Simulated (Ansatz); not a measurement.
Reaction (stannylene formation by 1,1-elimination): `[Cl][SnH]([Cl])[Br]` → `[Cl][Sn][Cl]` + HBr

Computed with Ansatz on PBE0-D4/def2-TZVP structures; ΔE is electronic, products minus reactants. CBS: MP2 limit from def2 TZ/QZ plus the TZ coupled-cluster correction, frozen cores. DFT in def2-TZVPP. HSE06 is defined as in plane-wave codes. Elements past krypton have def2 core potentials. For Br, Sn outer-core shells are correlated without core-valence functions, which leaves a few kJ/mol of doubt a bond. Scalar relativity is left out up to krypton.

```json
{"level": "BLYP-D4", "ΔE (kcal/mol)": "3.6", "difference from CCSD(T)/CBS": "-11.0"}
{"level": "r2SCAN-D4", "ΔE (kcal/mol)": "13.6", "difference from CCSD(T)/CBS": "-1.0"}
{"level": "PBE0-D4", "ΔE (kcal/mol)": "13.8", "difference from CCSD(T)/CBS": "-0.8"}
{"level": "r2SCANh-D4", "ΔE (kcal/mol)": "14.5", "difference from CCSD(T)/CBS": "-0.1"}
{"level": "r2SCAN0-D4", "ΔE (kcal/mol)": "15.8", "difference from CCSD(T)/CBS": "1.2"}
{"level": "BHLYP-D4", "ΔE (kcal/mol)": "13.7", "difference from CCSD(T)/CBS": "-0.9"}
{"level": "ωB97X-V", "ΔE (kcal/mol)": "15.9", "difference from CCSD(T)/CBS": "1.3"}
{"level": "revPBE", "ΔE (kcal/mol)": "4.1", "difference from CCSD(T)/CBS": "-10.5"}
{"level": "r2SCANh", "ΔE (kcal/mol)": "13.9", "difference from CCSD(T)/CBS": "-0.7"}
{"level": "HSE06", "ΔE (kcal/mol)": "12.1", "difference from CCSD(T)/CBS": "-2.5"}
{"level": "BHLYP", "ΔE (kcal/mol)": "10.7", "difference from CCSD(T)/CBS": "-3.9"}
{"level": "HF/def2-SVP", "ΔE (kcal/mol)": "12.9", "difference from CCSD(T)/CBS": "-1.7"}
{"level": "CCSD/def2-SVP", "ΔE (kcal/mol)": "14.2", "difference from CCSD(T)/CBS": "-0.4"}
{"level": "MP2/def2-TZVPP", "ΔE (kcal/mol)": "13.4", "difference from CCSD(T)/CBS": "-1.2"}
{"level": "HF/def2-QZVPP", "ΔE (kcal/mol)": "14.4", "difference from CCSD(T)/CBS": "-0.2"}
{"level": "MP2/CBS(def2)", "ΔE (kcal/mol)": "14.4", "difference from CCSD(T)/CBS": "-0.2"}
{"level": "CCSD(T)/CBS", "ΔE (kcal/mol)": "14.6", "difference from CCSD(T)/CBS": "0"}
```

Largest T1 diagnostic among the species: 0.014.

From BLYP to BHLYP (50 % exact exchange), in def2-TZVPP and without D4, ΔE moves by +10.8 kcal/mol. Leaving LDA and LC-ωPBE aside and taking each functional with its dispersion term where it has one, the values, not all of them listed here, spread over 12.8 kcal/mol, from BLYP-D4 to PBE-QIDH. LDA lies +7.0 kcal/mol from PBE without D4. The D4 term adds +3.1 kcal/mol with B3LYP and +1.7 kcal/mol with PBE0; it sums over pairs of atoms, weighted by their polarisabilities, and B3LYP, whose exchange is more repulsive, gets the larger term.

B3LYP here is the variant with VWN-RPA as its local correlation; programs differ in this.
